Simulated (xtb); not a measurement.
Input for xtb: GFN1-xTB on CH3F (SMILES CF).

```
$ xtb mol.xyz --gfn 1 --sp --chrg 0 --uhf 0
5

C     -0.01680679     0.31774711     3.50778987
F      0.52163379    -0.74388604     2.77745260
H      0.80414017     0.89192888     3.93736109
H     -0.60481034     0.93756225     2.83113148
H     -0.64765985    -0.09133875     4.29693803
```

It printed:

```
[...]
           -------------------------------------------------
          |                Calculation Setup                |
           -------------------------------------------------



           -------------------------------------------------
          |                 G F N 1 - x T B                 |
           -------------------------------------------------

        Reference                      10.1021/acs.jctc.7b00118
      * Hamiltonian:
        H0-scaling (s, p, d)           1.850000    2.250000    2.000000
        zeta-weighting                 0.000000
      * Dispersion:
        s8                             2.400000
        a1                             0.630000
        a2                             5.000000
        s9                             0.000000
      * Repulsion:
        kExp                           1.500000
        rExp                           1.000000
      * Coulomb:
        alpha                          2.000000
        third order                    atomic
        anisotropic                    false
      * Halogen bond correction:
        rad-scale                      1.300000
        damping                        0.440000


          ...................................................
          :                      SETUP                      :
          :.................................................:
          :  # basis functions                  14          :
          :  # atomic orbitals                  14          :
          :  # shells                           10          :
          :  # electrons                        14          :
          :  # halogen bonds                     0          :
          :  max. iterations                   250          :
          :  Hamiltonian                  GFN1-xTB          :
          :  restarted?                      false          :
          :  GBSA solvation                  false          :
          :  PC potential                    false          :
          :  electronic temp.          300.0000000     K    :
          :  accuracy                    1.0000000          :
          :  -> integral cutoff          0.2500000E+02      :
          :  -> integral neglect         0.1000000E-07      :
          :  -> SCF convergence          0.1000000E-05 Eh   :
          :  -> wf. convergence          0.2000000E-04 e    :
          :  Broyden damping             0.4000000          :
          :  net charge                          0          :
          :  unpaired electrons                  0          :
          ...................................................

 iter      E             dE          RMSdq      gap      omega  full diag
   1     -8.9093981 -0.890940E+01  0.608E+00    9.15       0.0  T
   2     -8.9227617 -0.133636E-01  0.365E+00    9.18       1.0  T
   3     -8.9231211 -0.359394E-03  0.882E-01    9.37       1.0  T
   4     -8.9236263 -0.505240E-03  0.192E-01    9.39       1.0  T
   5     -8.9237040 -0.776189E-04  0.121E-01    9.34       1.0  T
   6     -8.9237412 -0.371968E-04  0.366E-03    9.34      12.2  T
   7     -8.9237412 -0.349191E-07  0.352E-05    9.34    1269.1  T
   8     -8.9237412 -0.259526E-11  0.342E-06    9.34   13065.8  T

   *** convergence criteria satisfied after 8 iterations ***

         #    Occupation            Energy/Eh            Energy/eV
      -------------------------------------------------------------
         1        2.0000           -0.8372117             -22.7817
         2        2.0000           -0.6563314             -17.8597
         3        2.0000           -0.5798060             -15.7773
         4        2.0000           -0.5796940             -15.7743
         5        2.0000           -0.5712223             -15.5437
         6        2.0000           -0.4957270             -13.4894
         7        2.0000           -0.4956468             -13.4872 (HOMO)
         8                         -0.1522744              -4.1436 (LUMO)
         9                         -0.0896774              -2.4402
        10                         -0.0895964              -2.4380
        11                         -0.0493500              -1.3429
        12                          0.2523441               6.8666
       ...                                ...                  ...
        14                          0.3864894              10.5169
      -------------------------------------------------------------
                  HL-Gap            0.3433725 Eh            9.3436 eV
             Fermi-level           -0.3239606 Eh           -8.8154 eV

 SCC (total)                   0 d,  0 h,  0 min,  0.003 sec
 SCC setup                      ...        0 min,  0.000 sec (  3.999%)
 Dispersion                     ...        0 min,  0.000 sec (  2.325%)
 classical contributions        ...        0 min,  0.000 sec (  0.953%)
 integral evaluation            ...        0 min,  0.000 sec ( 15.866%)
 iterations                     ...        0 min,  0.001 sec ( 42.017%)
 molecular gradient             ...        0 min,  0.001 sec ( 26.787%)
 printout                       ...        0 min,  0.000 sec (  7.452%)

         :::::::::::::::::::::::::::::::::::::::::::::::::::::
         ::                     SUMMARY                     ::
         :::::::::::::::::::::::::::::::::::::::::::::::::::::
         :: total energy              -8.869164744073 Eh    ::
         :: gradient norm              0.029217620785 Eh/a0 ::
         :: HOMO-LUMO gap              9.343640212663 eV    ::
         ::.................................................::
         :: SCC energy                -8.923741190612 Eh    ::
         :: -> electrostatic           0.021135923250 Eh    ::
         :: repulsion energy           0.055072532355 Eh    ::
         :: dispersion energy         -0.000496085816 Eh    ::
         :: halogen bond corr.         0.000000000000 Eh    ::
         :: add. restraining           0.000000000000 Eh    ::
         :: total charge               0.000000000000 e     ::
         :::::::::::::::::::::::::::::::::::::::::::::::::::::

           -------------------------------------------------
          |                Property Printout                |
           -------------------------------------------------

    * Orbital Energies and Occupations

         #    Occupation            Energy/Eh            Energy/eV
      -------------------------------------------------------------
         1        2.0000           -0.8372117             -22.7817
         2        2.0000           -0.6563314             -17.8597
         3        2.0000           -0.5798060             -15.7773
         4        2.0000           -0.5796940             -15.7743
         5        2.0000           -0.5712223             -15.5437
         6        2.0000           -0.4957270             -13.4894
         7        2.0000           -0.4956468             -13.4872 (HOMO)
         8                         -0.1522744              -4.1436 (LUMO)
         9                         -0.0896774              -2.4402
        10                         -0.0895964              -2.4380
        11                         -0.0493500              -1.3429
        12                          0.2523441               6.8666
        13                          0.2538123               6.9066
        14                          0.3864894              10.5169
      -------------------------------------------------------------
                  HL-Gap            0.3433725 Eh            9.3436 eV
             Fermi-level           -0.3239606 Eh           -8.8154 eV

  Mulliken/CM5 charges         n(s)   n(p)   n(d)
     1C     0.17778  0.05075   1.006  2.816  0.000
     2F    -0.28486 -0.31452   1.832  5.453  0.000
     3H     0.03567  0.08789   0.964  0.000  0.000
Note: The following floating-point exceptions are signalling: IEEE_DENORMAL
normal termination of xtb
     4H     0.03575  0.08800   0.964  0.000  0.000
     5H     0.03565  0.08788   0.964  0.000  0.000

Wiberg/Mayer (AO) data.
largest (>0.10) Wiberg bond orders for each atom

 ---------------------------------------------------------------------------
     #   Z sym  total        # sym  WBO       # sym  WBO       # sym  WBO
 ---------------------------------------------------------------------------
     1   6 C    3.875 --     4 H    0.986     3 H    0.986     5 H    0.986
                             2 F    0.918
     2   9 F    0.991 --     1 C    0.918
     3   1 H    1.015 --     1 C    0.986
     4   1 H    1.015 --     1 C    0.986
     5   1 H    1.015 --     1 C    0.986
 ---------------------------------------------------------------------------

Topologies differ in total number of bonds
Writing topology from bond orders to xtbtopo.mol

 dipole moment from electron density (au)
     X       Y       Z
  -0.3452   0.6807   0.4687  total (Debye):    2.276


           -------------------------------------------------
          | TOTAL ENERGY               -8.869164744073 Eh   |
          | GRADIENT NORM               0.029217620785 Eh/α |
          | HOMO-LUMO GAP               9.343640212663 eV   |
           -------------------------------------------------

------------------------------------------------------------------------
------------------------------------------------------------------------
 total:
 SCF:
```

The run finished.

Cost: very roughly 0.04 core-seconds.
